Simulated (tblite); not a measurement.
C4H6F2NO (doublet state).
SMILES with atom numbers: `[H]/[N:3]=[C:2](\[CH2:1])[CH2:4][O:5][CH:6]([F:7])[F:8]` (hydrogens: H9, H10 on C1; H11 on N3; H12, H13 on C4; H14 on C6)

Computed geometry: GFN2-xTB, gas phase. This method treats the open shell by occupation alone, without spin polarisation.

(1) Give the optimised bond lengths and angles.

Answers

(1) 
| bond | length (Å) | order |
| --- | --- | --- |
| C1–C2 | 1.391 | single |
| C2=N3 | 1.299 | double |
| C2–C4 | 1.518 | single |
| C4–O5 | 1.427 | single |
| O5–C6 | 1.346 | single |
| C6–F7 | 1.364 | single |
| C6–F8 | 1.341 | single |
| C1–H9 | 1.077 | single |
| C1–H10 | 1.075 | single |
| N3–H11 | 1.018 | single |
| C4–H12, C4–H13 | 1.093 | single |
| C6–H14 | 1.107 | single |

Bonds in one row agree within 0.01 Å and their mean is given. Orders are formal, as drawn. A selection of angles:
| angle | degrees |
| --- | --- |
| C2–C1–H9 | 120.8 |
| C2–C1–H10 | 121.0 |
| H9–C1–H10 | 118.1 |
| C1–C2–N3 | 126.6 |
| C1–C2–C4 | 118.2 |
| N3–C2–C4 | 115.2 |
| C2–N3–H11 | 113.9 |
| C2–C4–O5 | 111.8 |
| C2–C4–H12 | 111.1 |
| C2–C4–H13 | 108.9 |
| O5–C4–H12 | 104.7 |
| O5–C4–H13 | 110.3 |
| H12–C4–H13 | 110.1 |
| C4–O5–C6 | 114.7 |
| O5–C6–F7 | 111.8 |
| O5–C6–F8 | 108.9 |
| O5–C6–H14 | 114.6 |
| F7–C6–F8 | 105.4 |
| F7–C6–H14 | 106.8 |
| F8–C6–H14 | 109.1 |

Dihedral angles: C1–C2–C4–O5 -63° (synclinal); C2–C4–O5–C6 -63° (synclinal); C4–O5–C6–F7 88° (synclinal); H11–N3–C2–C1 -2° (synperiplanar). The mirror-image conformer, all signs reversed, is as good.

N3 (nitrogen bonded to C and H) is bent (angle 113.9°). C2 (carbon bonded to 2 C and N) is planar (angles 126.6°, 118.2° and 115.2°, sum 359.9°, 0.02 Å off the plane of its three neighbours). C1 (carbon bonded to C and 2 H) is planar (angles 121.0°, 120.8° and 118.1°, sum 359.9°, 0.02 Å off the plane of its three neighbours). Of the pairs four or more bonds apart, C2···F7 is among the closest relative to their van der Waals radii: 2.93 Å, 92 % of the sum of Bondi's values. The 2 C–F bonds span 1.341 Å (C6–F8, drawn single) to 1.364 Å (C6–F7, drawn single), a spread of 0.023 Å. The C–O distances run from 1.346 Å (O5–C6, drawn single) to 1.427 Å (C4–O5, drawn single), a spread of 0.081 Å. The 2 C–C bonds span 1.391 Å (C1–C2, drawn single in one of several resonance forms) to 1.518 Å (C2–C4, drawn single), a spread of 0.127 Å.

Point group: C1 (no symmetry element, even within 0.4 Å). Its GFN2-xTB frequencies are all real (lowest 27 cm⁻¹). Torsions: H–C1–C2–N3 0° and -177°, C1–C2–C4–O5 -63°, C2–C4–O5–C6 -63°, C4–O5–C6–F7 88°.

Hardware: one thread, Intel Xeon at 2.50 GHz (x86_64) (shared host). Cost: 1.5 s wall. That covers the optimisation of the geometry.
